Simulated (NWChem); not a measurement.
# SiH2O2F2; SMILES O[Si](O)(F)F

```xyz
7

O     -0.0776    -1.3148     0.9643
Si     0.0000     0.0000     0.0130
O      0.0776     1.3148     0.9643
F     -1.2724     0.0306    -0.9702
F      1.2724    -0.0306    -0.9702
H     -0.5200    -2.0933     0.6151
H      0.5200     2.0933     0.6151
```
Atoms are numbered in this order, from 1.

Program: NWChem. Geometry optimised at PBE0/def2-SVP; all other runs use it. 

```tsv
quantity	level	value
vertical ionisation energy, ΔSCF (eV)	PBE/def2-SVP	?
vertical, lowest state with f > 0.02, singlet (eV)	PBE/def2-SVPD, TDA	7.59
solvation free energy (kcal/mol) in n-hexane	PBE0/def2-SVP, SMD	-3.5
isotropic polarisability (bohr³), static	PBE/def2-SVPD	?
dipole (D)	PBE0/def2-SVP	?
highest harmonic frequency (cm⁻¹)	PBE0/def2-SVP	3952
```

**Question.** What belongs in the gaps?

**Answer.** 
- vertical ionisation energy, ΔSCF (eV), value: 11.78
- isotropic polarisability (bohr³), static, value: 33.3
- dipole (D), value: 0.20
